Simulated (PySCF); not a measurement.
As¹⁵⁺: ionisation energy

As¹⁵⁺ [Ar] (1S) → As¹⁶⁺ [Ne] 3s2 3p5 (2P), as a difference of total energies. Calculation: PySCF 2.14, in an even-tempered Gaussian basis (19 s from 1.2 bohr⁻², ratio 2.5; 12 p from 1.6 bohr⁻², ratio 2.5; 5 d from 9.5 bohr⁻², ratio 2.7; 4 f from 14 bohr⁻², ratio 2.7); scalar relativity by spin-free X2C-1e. Correlated levels: outer shells: 1s2 frozen; virtual orbitals above 40 to 60 times the deepest correlated orbital energy dropped. The calculations carry no spin-orbit coupling.

| method | ionisation energy (eV) |
| --- | --- |
| UHF | 588.92 |
| MP2 (outer shells) | 589.85 |
| SCS-MP2 (outer shells) | 589.71 |
| CCSD (outer shells) | 589.71 |
| CCSD(T) (outer shells) | 589.71 |

Task: How much does correlation contribute at CCSD(T) (outer shells)?

Result: 589.71 − (588.92) = 0.79 eV, measured against UHF.

A first-order spin-orbit estimate (lowest level to lowest level, LS coupling) adds -2.248 eV.

Breit and QED terms and the two-electron picture change are absent.

For comparison: 587.6 ± 1.9 eV (semi-empirical (NIST evaluation); NIST Atomic Spectra Database, ionization energies).
